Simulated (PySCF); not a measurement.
Positional isomers: benzothiophene fluoro+silyl. Isolated molecules, 0 K electronic values unless said otherwise. Strings in code marks are SMILES.

Quantity: electronic energy of isomers of C8H7FSSi relative to `Fc1c([SiH3])ccc2sccc12`, in kJ/mol.

A: `Fc1cc2ccsc2cc1[SiH3]`
B: `Fc1cc([SiH3])c2sccc2c1`
C: `Fc1cc([SiH3])cc2sccc12`

### Question
Order them by electronic energy of isomers of C8H7FSSi relative to `Fc1c([SiH3])ccc2sccc12` (lowest first) at the level PBE-D3(BJ)/def2-TZVP // PBE-D3(BJ)/def2-SVP (PySCF).

### Answer
A (-0.54 kJ/mol), B (3.55 kJ/mol), C (5.70 kJ/mol)
